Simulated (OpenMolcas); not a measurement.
## Ag4+ in a point-charge field

Ag4+ among 6 point charges of -1.7 e arranged as a trigonal prism (D3h), 1.82 Å from the ion, with a polar angle of 57.4° against the regular 49.1°.

| Quantity | Value |
| --- | --- |
| Program | OpenMolcas 26.06 |
| Method | SS-CASPT2, IPEA 0.25 Eh, imaginary shift 0.1 Eh (closed shells correlated: 4s 4p) |
| Basis | ANO-RCC-VDZP [6s5p3d1f] |
| Scalar Hamiltonian | DKH2, point nucleus |
| Active space | 7 electrons in 5 orbitals (4d) |
| State averaging | 2S+1 = 4 even, 10 roots; 2S+1 = 2 even, 40 roots |
| Spin-orbit coupling | RASSI with atomic mean-field integrals over the reference wave functions |

The lowest spin-free states (labels of D3, the rotations of D3h), above the lowest:

```json
{"State": "4E", "Degeneracy": "2", "E (cm-1)": "0", "Free-ion L (%)": "F (100)"}
{"State": "4E", "Degeneracy": "2", "E (cm-1)": "2770", "Free-ion L (%)": "F (97)"}
{"State": "4A1", "Degeneracy": "1", "E (cm-1)": "5420", "Free-ion L (%)": "F (100)"}
{"State": "4A2", "Degeneracy": "1", "E (cm-1)": "5420", "Free-ion L (%)": "F (100)"}
{"State": "4A2", "Degeneracy": "1", "E (cm-1)": "5810", "Free-ion L (%)": "F (100)"}
{"State": "4E", "Degeneracy": "2", "E (cm-1)": "16980", "Free-ion L (%)": "P (97)"}
{"State": "2E", "Degeneracy": "2", "E (cm-1)": "17160", "Free-ion L (%)": "G (88)"}
{"State": "2E", "Degeneracy": "2", "E (cm-1)": "17610", "Free-ion L (%)": "G (84)"}
{"State": "2E", "Degeneracy": "2", "E (cm-1)": "17850", "Free-ion L (%)": "G (81)"}
{"State": "2A1", "Degeneracy": "1", "E (cm-1)": "18160", "Free-ion L (%)": "G (92)"}
{"State": "2A2", "Degeneracy": "1", "E (cm-1)": "18940", "Free-ion L (%)": "G (94)"}
{"State": "2A1", "Degeneracy": "1", "E (cm-1)": "18980", "Free-ion L (%)": "G (94)"}
{"State": "4A2", "Degeneracy": "1", "E (cm-1)": "19750", "Free-ion L (%)": "P (100)"}
{"State": "2A2", "Degeneracy": "1", "E (cm-1)": "20600", "Free-ion L (%)": "P (63)"}
{"State": "2E", "Degeneracy": "2", "E (cm-1)": "21510", "Free-ion L (%)": "H (100)"}
{"State": "2E", "Degeneracy": "2", "E (cm-1)": "21610", "Free-ion L (%)": "P (57)"}
{"State": "2E", "Degeneracy": "2", "E (cm-1)": "23600", "Free-ion L (%)": "H (62)"}
{"State": "2E", "Degeneracy": "2", "E (cm-1)": "24150", "Free-ion L (%)": "H (51)"}
{"State": "2A2", "Degeneracy": "1", "E (cm-1)": "25840", "Free-ion L (%)": "H (64)"}
{"State": "2A1", "Degeneracy": "1", "E (cm-1)": "25870", "Free-ion L (%)": "D (92)"}
```

The lowest levels with spin-orbit coupling:

```tsv
E (cm-1)	Degeneracy	Label	2S+1	g
0	2	E1/2	4	0.02 0.02 9.83
310	2	E1/2	4	0.02 0.02 6.33
1220	2	E3/2	4	0.00 0.00 2.88
2440	2	E1/2	4	0.03 4.62 4.62
4340	2	E3/2	4	0.00 0.00 11.87
5030	2	E1/2	4	1.01 1.43 1.43
5470	2	E3/2	4	0.00 0.00 3.50
5480	2	E1/2	4	0.00 0.00 7.46
6880	2	E1/2	4	0.36 0.36 1.10
7430	2	E1/2	4	0.01 0.01 8.07
9350	2	E3/2	4	0.00 0.00 5.45
9580	2	E1/2	4	0.01 0.01 4.16
10410	2	E1/2	4	1.14 1.14 1.88
11220	2	E3/2	4	0.00 0.00 0.16
17650	2	E1/2	4 (61 %)	1.37 2.88 2.88
17950	2	E3/2	4 (66 %)	0.00 0.00 3.98
17970	2	E3/2	2	0.00 0.00 9.84
18390	2	E1/2	4	0.00 0.00 7.80
18530	2	E1/2	2 (86 %)	1.00 4.63 4.63
19040	2	E3/2	2	0.00 0.00 2.70
```

Powder χT (cm3 K/mol): 3.03 at 2 K, 3.09 at 10 K, 3.38 at 50 K, 3.71 at 100 K, 4.08 at 200 K, 4.25 at 300 K. The effective moment at 300 K is 2.828 √(χT) = 5.83 μB.

The lowest level has 2S+1 = 4, for which the spin-only value is χT = S(S+1) / 2 = 1.875 cm3 K/mol (g = 2). The computed 4.248 at 300 K differs by +2.373, through orbital momentum, spin-orbit coupling and any other state in reach.

Roots that are degenerate in the reference are averaged as groups; the widest CASPT2 spread within a group is 96 cm-1 (the 2-fold group of multiplicity 4 near 0 cm-1 above the lowest state of its run). Shifts and gaps below about the spread of the groups concerned are not significant. An orbital doublet at a regular site is open to a Jahn-Teller distortion, which this geometry leaves out. Point charges give a weaker field than real ligands, and real ions of this kind are as a rule low spin; the high spin found here belongs to the model. Free-ion shares, where given, are those of the reference states; single-state CASPT2 does not remix them. Point charges carry no covalency, so the field is a model and not that of real ligands. No measured value stands beside these numbers.
